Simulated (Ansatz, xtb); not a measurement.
## Two isomers of C5H6Se

We compare a, `C#C/C=C\[Se]C`, a singlet, with b, `CCC#CC=[Se]`, a singlet. Both are isolated molecules in the gas phase, relaxed with B3LYP-D3(BJ)/def2-SVP; the shapes shown needn't be the lowest conformers.

a (Å):

```xyz
12

C     1.3299    0.5557   -1.1589
C     0.4524    0.4166   -0.3285
C    -0.5584    0.3643    0.6695
C    -1.3393   -0.6741    1.0459
C    -0.1411   -2.6442   -0.9186
Se   -1.4904   -2.4687    0.4907
H     2.1023    0.6596   -1.8967
H    -0.7217    1.3073    1.2062
H    -2.0643   -0.4924    1.8463
H    -0.2140   -3.6895   -1.2500
H     0.8598   -2.4442   -0.5212
H    -0.3627   -1.9685   -1.7519
```

b (Å):

```yaml
atoms:
  - { symbol: C, position_ang: [1.6498, 0.8299, 0.1229] }
  - { symbol: C, position_ang: [0.5442, 1.6833, -0.5155] }
  - { symbol: C, position_ang: [-0.7182, 0.9807, -0.7011] }
  - { symbol: C, position_ang: [-1.7750, 0.3871, -0.8547] }
  - { symbol: C, position_ang: [-2.9857, -0.2986, -1.0282] }
  - { symbol: Se, position_ang: [-4.4647, 0.3864, -1.7491] }
  - { symbol: H, position_ang: [1.3450, 0.4725, 1.1180] }
  - { symbol: H, position_ang: [1.8754, -0.0497, -0.4985] }
  - { symbol: H, position_ang: [2.5723, 1.4195, 0.2351] }
  - { symbol: H, position_ang: [0.8759, 2.0666, -1.4979] }
  - { symbol: H, position_ang: [0.3535, 2.5832, 0.0977] }
  - { symbol: H, position_ang: [-2.9961, -1.3428, -0.6827] }
```

Quicker runs give these differences E(b) − E(a): GFN2-xTB −73.7 kJ/mol; HF/STO-3G −27.5 kJ/mol (at GFN2-xTB geometries); r2SCAN-D4/def2-SVP −36.3 kJ/mol (at GFN2-xTB geometries).

Question: Estimate E(b) − E(a) at the level CCSD(T)/def2-SVP + ΔMP2/def2-TZVPP.

Answer: Calculated at CCSD(T)/def2-SVP + ΔMP2/def2-TZVPP: E(b) − E(a) = −18.0 kJ/mol, so structure b lies lower.

How the difference moves with the method:

```
                             level               geometry  E(b) − E(a) (kJ/mol)  departure from the last row (kJ/mol)  job, with rough time for the two
                          GFN2-xTB               GFN2-xTB                   −73.7                                 −55.7              optimisation, 0.38 s
                         HF/STO-3G               GFN2-xTB                   −27.5                                  −9.5              single point, 0.42 s
                r2SCAN-D4/def2-SVP               GFN2-xTB                   −36.3                                 −18.3               single point, 3.5 s
             B3LYP-D3(BJ)/def2-SVP  B3LYP-D3(BJ)/def2-SVP                   −30.2                                 −12.2                optimisation, 45 s
                       HF/def2-SVP  B3LYP-D3(BJ)/def2-SVP                   −34.1                                 −16.1           part of the CCSD(T) run
                      MP2/def2-SVP  B3LYP-D3(BJ)/def2-SVP                   −45.0                                 −27.1           part of the CCSD(T) run
                  CCSD(T)/def2-SVP  B3LYP-D3(BJ)/def2-SVP                   −44.5                                 −26.5                      single point
CCSD(T)/def2-SVP + ΔMP2/def2-TZVPP  B3LYP-D3(BJ)/def2-SVP                   −18.0                                                      single point, 68 s
```

As drawn, b has 2 C–C, 1 C=Se in place of 1 C=C, 2 C–Se.

The levels shown agree on the order. The largest departure from CCSD(T)/def2-SVP + ΔMP2/def2-TZVPP is that of GFN2-xTB, 55.7 kJ/mol. The last row adds to CCSD(T) the change of the MP2 difference between the two basis sets, here +26.5 kJ/mol, a large step that makes the value less sure.

With thermal terms from frequencies at re-optimised GFN2-xTB minima (ideal gas, soft modes damped towards free rotors, one conformer each, 298.15 K, 1 atm): the zero-point term adds +8.3 kJ/mol; ΔH is −10.4 and ΔG −10.9 kJ/mol.

The correlated steps freeze 14 core orbitals; the filled d shell of Se is correlated, in a basis made for valence electrons. Run with Ansatz 0.2.0, xtb 6.7.1; the last row on 4 threads of Arm Neoverse V1 on a shared host.
